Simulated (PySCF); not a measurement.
Functional benchmark on one molecule

Molecule: SMILES [P+]([Al-]([CH3])([CH3])[CH3])(C)(C)C, C6H18AlP.

Numbering as in the mapped SMILES `[CH3:1][Al-:2]([CH3:3])([CH3:4])[P+:5]([CH3:6])([CH3:7])[CH3:8]`. Each H is labelled by its parent atom.

Geometry PBE0-D3(BJ)/def2-SVP throughout; GIAO in PySCF, gas phase, one conformer, non-relativistic; equivalent atoms averaged; basis pcSseg-1.

Reference values (measured; solution, C6D6; A. R. Barron, J. Chem. Soc., Dalton Trans. 1988, 3047): δ(P5) = -47.5 ppm vs 85 % H3PO4. Computed shifts are taken against H3PO4, calculated as an isolated molecule at each level.

How do the functionals HF, PBE, BLYP, B97-D, WP04, CAM-B3LYP perform against the reference? Times are CPU seconds on 1 thread of an Arm Neoverse N1, shared host; the GGAs took longer than the global hybrids here, which isn't the general rule, and the cause wasn't traced.

Answers


| functional | kind | P5 | abs. error P | core-s |
| --- | --- | --- | --- | --- |
| HF | Hartree–Fock | -66.7 | 19.2 | 46 |
| PBE | GGA | -63.7 | 16.2 | 110 |
| BLYP | GGA | -50.7 | 3.2 | 100 |
| B97-D | GGA | -52.8 | 5.3 | 110 |
| WP04 | global hybrid | -32.6 | 14.9 | 79 |
| CAM-B3LYP | range-separated hybrid | -67.4 | 19.9 | 110 |

For 31P the closest is BLYP (3.2 ppm) and the furthest CAM-B3LYP (19.9 ppm). One molecule is a small sample, and vibrational and solvent effects are absent from the calculation.
